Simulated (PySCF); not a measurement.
Isomers of C6H13NO2Si, mass 159.072 u with the commonest isotopes. Level of theory: PBE0/pcSseg-1 in PySCF (dipole) on a GFN2-xTB geometry, gas phase. One conformer each, none proved a minimum here; rigid rotors.

Question: Order these by out-of-plane moment Σ m c² = (Ia + Ib − Ic)/2, smallest first.
A. `[CH3:1][CH2:2][C@@:3]1(/[CH:4]=[N:5]/[CH3:6])[CH2:7][O:8][SiH2:9][O:10]1` with C1–C2–C3–C4 57°, C2–C3–C4–N5 72°, C2–C3–C7–O8 141°, C3–C7–O8–Si9 -17°, C7–O8–Si9–O10 6°, O8–Si9–O10–C3 8°
B. `[CH3:1][CH2:2][CH2:3][C@@H:4]1[CH2:5][Si@H:6]([C:7]([NH2:8])=[O:9])[O:10]1` with C1–C2–C3–C4 178°, C2–C3–C4–C5 -74°, C5–Si6–C7–N8 -73°, Si6–C7–N8–H -9° and -175°
C. `[CH3:1][CH2:2][CH2:3][O:4][Si@@:5]([CH3:6])([C:7]#[N:8])[O:9][CH3:10]` with C1–C2–C3–O4 -68°, C2–C3–O4–Si5 159°, C3–O4–Si5–C6 -55°, O4–Si5–O9–C10 -176°
D. `[CH3:1]/[CH:2]=[CH:3]/[Si@@H:4]([NH:5][CH3:6])[O:7][C:8]([CH3:9])=[O:10]` with C2–C3–Si4–N5 129°, C3–Si4–N5–C6 164°, C3–Si4–O7–C8 59°, Si4–O7–C8–C9 -179°
E. `[CH2:1]=[C:2]([O:3][SiH2:4][OH:5])[N:6]1[CH2:7][CH2:8][CH2:9][CH2:10]1` with C1–C2–O3–Si4 1°, C2–O3–Si4–O5 -178°, O3–Si4–O5–H -37°, C1–C2–N6–C7 20°, C2–N6–C7–C8 153°, N6–C7–C8–C9 26°, C7–C8–C9–C10 -38°, C8–C9–C10–N6 36°

Answer: E (15.35 u·Å²), D (33.91 u·Å²), B (62.39 u·Å²), A (85.38 u·Å²), C (102.41 u·Å²).

Question: Order these by radius of gyration √(Σ m r²/M), smallest first.
A. `[CH3:1][CH2:2][C@@:3]1(/[CH:4]=[N:5]/[CH3:6])[CH2:7][O:8][SiH2:9][O:10]1` with C1–C2–C3–C4 57°, C2–C3–C4–N5 72°, C2–C3–C7–O8 141°, C3–C7–O8–Si9 -17°, C7–O8–Si9–O10 6°, O8–Si9–O10–C3 8°
B. `[CH3:1][CH2:2][CH2:3][O:4][Si@@:5]([CH3:6])([C:7]#[N:8])[O:9][CH3:10]` with C1–C2–C3–O4 -68°, C2–C3–O4–Si5 159°, C3–O4–Si5–C6 -55°, O4–Si5–O9–C10 -176°
C. `[CH3:1][CH2:2][CH2:3][C@@H:4]1[CH2:5][Si@H:6]([C:7]([NH2:8])=[O:9])[O:10]1` with C1–C2–C3–C4 178°, C2–C3–C4–C5 -74°, C5–Si6–C7–N8 -73°, Si6–C7–N8–H -9° and -175°
D. `[CH2:1]=[C:2]([O:3][SiH2:4][OH:5])[N:6]1[CH2:7][CH2:8][CH2:9][CH2:10]1` with C1–C2–O3–Si4 1°, C2–O3–Si4–O5 -178°, O3–Si4–O5–H -37°, C1–C2–N6–C7 20°, C2–N6–C7–C8 153°, N6–C7–C8–C9 26°, C7–C8–C9–C10 -38°, C8–C9–C10–N6 36°

Answer: A (2.257 Å), B (2.482 Å), D (2.542 Å), C (2.655 Å).

Question: Order these by rotational constant B, smallest first.
A. `[CH3:1]/[CH:2]=[CH:3]/[Si@@H:4]([NH:5][CH3:6])[O:7][C:8]([CH3:9])=[O:10]` with C2–C3–Si4–N5 129°, C3–Si4–N5–C6 164°, C3–Si4–O7–C8 59°, Si4–O7–C8–C9 -179°
B. `[CH3:1][CH2:2][C@@:3]1(/[CH:4]=[N:5]/[CH3:6])[CH2:7][O:8][SiH2:9][O:10]1` with C1–C2–C3–C4 57°, C2–C3–C4–N5 72°, C2–C3–C7–O8 141°, C3–C7–O8–Si9 -17°, C7–O8–Si9–O10 6°, O8–Si9–O10–C3 8°
C. `[CH3:1][CH2:2][CH2:3][C@@H:4]1[CH2:5][Si@H:6]([C:7]([NH2:8])=[O:9])[O:10]1` with C1–C2–C3–C4 178°, C2–C3–C4–C5 -74°, C5–Si6–C7–N8 -73°, Si6–C7–N8–H -9° and -175°
D. `[CH3:1][CH2:2][CH2:3][O:4][Si@@:5]([CH3:6])([C:7]#[N:8])[O:9][CH3:10]` with C1–C2–C3–O4 -68°, C2–C3–O4–Si5 159°, C3–O4–Si5–C6 -55°, O4–Si5–O9–C10 -176°
E. `[CH2:1]=[C:2]([O:3][SiH2:4][OH:5])[N:6]1[CH2:7][CH2:8][CH2:9][CH2:10]1` with C1–C2–O3–Si4 1°, C2–O3–Si4–O5 -178°, O3–Si4–O5–H -37°, C1–C2–N6–C7 20°, C2–N6–C7–C8 153°, N6–C7–C8–C9 26°, C7–C8–C9–C10 -38°, C8–C9–C10–N6 36°

Answer: C (517.9 MHz), E (601.8 MHz), D (671.0 MHz), A (811.5 MHz), B (889.3 MHz).

| SMILES | point group | Ia (u·Å²) | Ib (u·Å²) | Ic (u·Å²) | κ | μa (D) | μb (D) | μc (D) |
| --- | --- | --- | --- | --- | --- | --- | --- | --- |
| C=C(O[SiH2]O)N1CCCC1 | C1 | 203.06 | 839.78 | 1012.15 | -0.90 | 2.29 | 1.43 | 0.51 |
| C/C=C/[Si@@H](NC)OC(C)=O | C1 | 430.94 | 622.77 | 985.90 | -0.09 | 0.14 | 1.97 | 0.72 |
| CC[C@@]1(/C=N/C)CO[SiH2]O1 | C1 | 327.70 | 568.30 | 725.23 | -0.54 | 0.88 | 0.27 | 0.83 |
| CCCO[Si@@](C)(C#N)OC | C1 | 329.45 | 753.13 | 877.76 | -0.80 | 1.46 | 2.35 | 2.06 |
| CCC[C@@H]1C[Si@H](C(N)=O)O1 | C1 | 208.28 | 975.78 | 1059.29 | -0.96 | 3.36 | 1.04 | 0.30 |
